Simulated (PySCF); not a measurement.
# Electronic absorption of C6H8P2

Species: C6H8P2.
SMILES: `Cc1cpcc(C)p1`

Theory: TDDFT PBE0/def2-SVPD, vertical, gas phase, core orbitals frozen in the response (PySCF). Isolated species at its GFN2-xTB geometry, gas phase.

| state | E (eV) | E (kJ/mol) | λ (nm) | f | symmetry | main configurations (H = HOMO, L = LUMO) |
| --- | --- | --- | --- | --- | --- | --- |
| S1 | 4.21 | 406 | 294.7 | 0.0021 | A″ | H-1→L (51%), H→L+1 (48%) |
| S2 | 4.32 | 417 | 287.1 | 0.162 | A′ | H→L (92%) |
| S3 | 4.42 | 426 | 280.6 | 0.022 | A′ | H-2→L (99%) |
| S4 | 4.52 | 436 | 274.5 | 0.0002 | – | H-3→L (99%) |
| S5 | 5.08 | 490 | 244.2 | 0.0000 | – | H-2→L+1 (96%) |
| S6 | 5.22 | 504 | 237.5 | 0.276 | A″ | H→L+1 (45%), H-1→L (44%) |
| S7 | 5.23 | 504 | 237.2 | 0.010 | A″ | H-4→L (92%) |
| S8 | 5.29 | 510 | 234.5 | 0.0018 | – | H-3→L+1 (96%) |

Triplets (Tamm–Dancoff): T1 2.46 eV, H→L (96%); T2 3.60 eV, H-2→L (91%); T3 3.64 eV, H→L+1 (50%), H-1→L (49%).

The lowest singlet comes at 295 nm (406 kJ/mol) in the ultraviolet; it is very weak; its leading configuration is HOMO-1→LUMO (51%). The strongest level in the table is S6 at 5.22 eV (238 nm, f = 0.276). S6/S7 lie within about 0.01 eV of each other. Löwdin shares by element: HOMO phosphorus 50%, carbon 24% or more (atoms not listed hold the other 26%); LUMO phosphorus 57%, carbon 20% or more (atoms not listed hold the other 23%). The listed states span 1.08 eV, and the widest gap between neighbours is 0.56 eV (S4 to S5). Weighted by f, the mean energy of these states is 4.87 eV. Of the 8 states listed, 4 reach f = 0.01 and 2 stay under 0.0005. Symmetry labels in Cs follow from the direction of the transition dipole and are given only for states with f of 0.002 or more. Only the lowest 8 singlets were computed, as vertical energies without vibronic structure.
